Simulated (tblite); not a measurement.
Compound: C3H9AlF3N.
SMILES with atom numbers: `[CH3:1][C@@H:2]([AlH2-:3][NH3+:4])[C:5]([F:6])([F:7])[F:8]` (hydrogens: H9, H10, H11 on C1; H12 on C2; H13, H14 on Al3; H15, H16, H17 on N4)

Computed with GFN2-xTB (tblite), gas phase: L-BFGS steps from a force-field or distance-geometry start until the largest atomic force falls under 0.01 eV/Å.

Step 193: E = -795.5347 eV
```
atom  x, y, z in Å  |  force x, y, z in eV/Å
C1     -1.1631   -0.9594    1.0951    0.010  -0.021   0.003
C2     -0.7636    0.3199    0.3374   -0.006  -0.028  -0.071
Al3     0.9093   -0.0215   -0.8553   -0.021  -0.041   0.119
N4      2.3236    0.5063    0.5264   -0.081  -0.041  -0.011
C5     -1.5385    0.3922   -0.9305   -0.030  -0.034  -0.084
F6     -0.9085   -0.4070   -1.8892    0.047   0.026   0.046
F7     -2.8088   -0.0427   -0.9431   -0.051   0.042   0.028
F8     -1.5512    1.6114   -1.4791   -0.007  -0.036   0.020
H9     -2.1915   -0.9122    1.4556    0.009  -0.024  -0.026
H10    -0.5033   -1.1153    1.9491   -0.041   0.040  -0.047
H11    -1.0703   -1.8254    0.4340    0.036   0.071   0.048
H12    -1.0562    1.1979    0.9240    0.041  -0.017   0.024
H13     1.2511   -1.5437   -0.9406    0.005   0.046  -0.033
H14     1.2943    1.0396   -1.9273   -0.004  -0.007  -0.005
H15     3.2082    0.2166    0.1259    0.042  -0.004  -0.011
H16     2.3525    1.5102    0.6822    0.021   0.060  -0.004
H17     2.2091    0.0453    1.4256    0.028  -0.032   0.004
```

Step 194: E = -795.5365 eV
```
atom  x, y, z in Å  |  force x, y, z in eV/Å
C1     -1.1545   -0.9483    1.0943    0.013  -0.061  -0.021
C2     -0.7704    0.3324    0.3341    0.003  -0.031  -0.057
Al3     0.9025   -0.0110   -0.8550    0.020  -0.060   0.130
N4      2.3251    0.4949    0.5299    0.003   0.043  -0.006
C5     -1.5469    0.3893   -0.9326   -0.018  -0.014  -0.080
F6     -0.9053   -0.4027   -1.8892    0.023  -0.008   0.030
F7     -2.8117   -0.0623   -0.9397   -0.028   0.049  -0.001
F8     -1.5735    1.6056   -1.4854   -0.036  -0.015   0.008
H9     -2.1892   -0.9222    1.4393    0.033  -0.028  -0.020
H10    -0.5009   -1.0894    1.9548   -0.044   0.050  -0.013
H11    -1.0308   -1.8133    0.4363    0.007   0.057   0.053
H12    -1.0739    1.2085    0.9152    0.040   0.014   0.051
H13     1.2455   -1.5379   -0.9338   -0.002   0.078  -0.041
H14     1.2884    1.0518   -1.9252   -0.001  -0.016  -0.001
H15     3.2047    0.1936    0.1204   -0.053   0.038   0.029
H16     2.3736    1.4987    0.7019    0.018  -0.071  -0.039
H17     2.2103    0.0243    1.4248    0.023  -0.024  -0.025
```

Step 195: E = -795.5382 eV
```
atom  x, y, z in Å  |  force x, y, z in eV/Å
C1     -1.1543   -0.9446    1.0928    0.019  -0.044  -0.007
C2     -0.7696    0.3338    0.3308    0.013  -0.016  -0.020
Al3     0.9029   -0.0113   -0.8521    0.033  -0.059   0.090
N4      2.3293    0.4884    0.5316   -0.049  -0.003   0.023
C5     -1.5496    0.3873   -0.9342    0.021   0.022  -0.031
F6     -0.9089   -0.4036   -1.8877    0.017  -0.047  -0.010
F7     -2.8135   -0.0638   -0.9317   -0.054   0.034  -0.027
F8     -1.5785    1.6026   -1.4887   -0.046   0.009  -0.003
H9     -2.1927   -0.9237    1.4261    0.025  -0.027  -0.011
H10    -0.5088   -1.0794    1.9598   -0.038   0.051   0.000
H11    -1.0176   -1.8080    0.4381    0.003  -0.001   0.030
H12    -1.0694    1.2105    0.9118    0.023   0.031   0.054
H13     1.2448   -1.5390   -0.9369   -0.003   0.087  -0.040
H14     1.2805    1.0562   -1.9238    0.005  -0.032   0.019
H15     3.2111    0.2009    0.1200   -0.014   0.008   0.012
H16     2.3662    1.4900    0.7073    0.018   0.020  -0.032
H17     2.2212    0.0159    1.4270    0.027  -0.034  -0.047
```

**Question.** Estimate the geometry and energy of step 196. (The exact step hangs on the optimiser's Hessian estimate; all steps are aligned on step 195, rigid shifts and turns removed.)

**Answer.** E = -795.5395 eV, largest force 0.097 eV/Å
```
atom  x, y, z in Å  |  force x, y, z in eV/Å
C1     -1.1516   -0.9426    1.0899    0.008  -0.028   0.003
C2     -0.7692    0.3365    0.3277   -0.001  -0.004   0.025
Al3     0.9028   -0.0116   -0.8483    0.043  -0.046   0.035
N4      2.3302    0.4851    0.5333   -0.028   0.009   0.018
C5     -1.5528    0.3879   -0.9360    0.040   0.038   0.022
F6     -0.9103   -0.4024   -1.8863   -0.004  -0.056  -0.037
F7     -2.8159   -0.0656   -0.9273   -0.045   0.028  -0.042
F8     -1.5874    1.6028   -1.4907   -0.042   0.008  -0.012
H9     -2.1937   -0.9292    1.4122    0.026  -0.025  -0.011
H10    -0.5152   -1.0685    1.9645   -0.030   0.046   0.003
H11    -1.0010   -1.8064    0.4395    0.004  -0.015   0.023
H12    -1.0643    1.2128    0.9128    0.006   0.019   0.031
H13     1.2419   -1.5400   -0.9351    0.000   0.089  -0.038
H14     1.2748    1.0564   -1.9251    0.011  -0.049   0.043
H15     3.2122    0.2001    0.1194   -0.025   0.004   0.016
H16     2.3682    1.4862    0.7119    0.012   0.020  -0.033
H17     2.2243    0.0107    1.4279    0.026  -0.039  -0.044
```

The energy changes by -0.0014 eV. The first-order estimate −F·Δx gives -0.0018 eV and the mean of the old and new forces, exact on a quadratic surface, -0.0014 eV. The step makes an angle of 76° with the force vector and moves no atom by more than 0.017 Å.

Run on Arm Neoverse N1, one thread, no GPU (shared host).
